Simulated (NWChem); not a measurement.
System: ZrNH$_{2}$Cl$_{3}$; SMILES [Cl][Zr]([NH2])([Cl])[Cl]

Input file for NWChem:

```
start job
memory heap 200 mb stack 900 mb global 1100 mb
geometry units angstroms noautoz
  Zr    -0.033916    -0.023664     0.187806
  Cl     2.154066     0.587103    -0.417951
  Cl    -1.498986     1.664289    -0.526220
  Cl    -0.557995    -2.173502    -0.580942
  N     -0.135425    -0.092692     2.173198
  H     -0.167229     0.716181     2.792955
  H     -0.143894    -0.942671     2.735879
end
basis spherical
  * library def2-svp
end
ecp
  Zr library def2-ecp
end
dft
  xc n12
  iterations 150
  mulliken
end
task dft energy
```

The geometry was optimised at PBE0/def2-SVP. Not confirmed as a minimum by frequencies. def2 effective core potentials on Zr; no spin-orbit coupling.

Task: Predict the main results of this run. (N12/def2-SVP with def2 effective core potentials on Zr.) Quantities: energy (Ha); highest occupied level (eV); orbital gap (eV); dipole (D).

Result: 
* **energy (Ha)**: -1483.39
* **highest occupied level (eV)**: -6.78
* **orbital gap (eV)**: 3.98
* **dipole (D)**: 3.05
